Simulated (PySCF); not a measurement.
Ligands exchanged one at a time, Si Br-NH2. Gas-phase values, no solvent. One relaxed conformer stands for each flexible species; it need not be the lowest. Strings in code marks are SMILES.

Level of theory: M06-2X/def2-TZVP // PBE0-D3(BJ)/def2-TZVP (PySCF 2.14.0). Excitations are Tamm–Dancoff values on a coarser integration grid. The basis has no diffuse functions, so Rydberg states are missing or too high.

```
species                                        brightest of the four lowest singlets (TDA) (eV)  T1 excitation (TDA) (eV)  S1 oscillator strength  HOMO–LUMO gap (eV)
---------------------------------------------  ------------------------------------------------  ------------------------  ----------------------  ------------------
0 of 4 Br replaced by NH2                                                                  6.85                         –                   0.000                9.08
1 of 4 Br replaced by NH2 (`N[Si](Br)(Br)Br`)                                                 –                      6.09                   0.001                9.50
2 of 4 Br replaced by NH2                                                                  7.46                      6.58                   0.006               10.09
3 of 4 Br replaced by NH2 (`N[Si](N)(N)Br`)                                                7.21                      6.77                   0.087               10.11
```
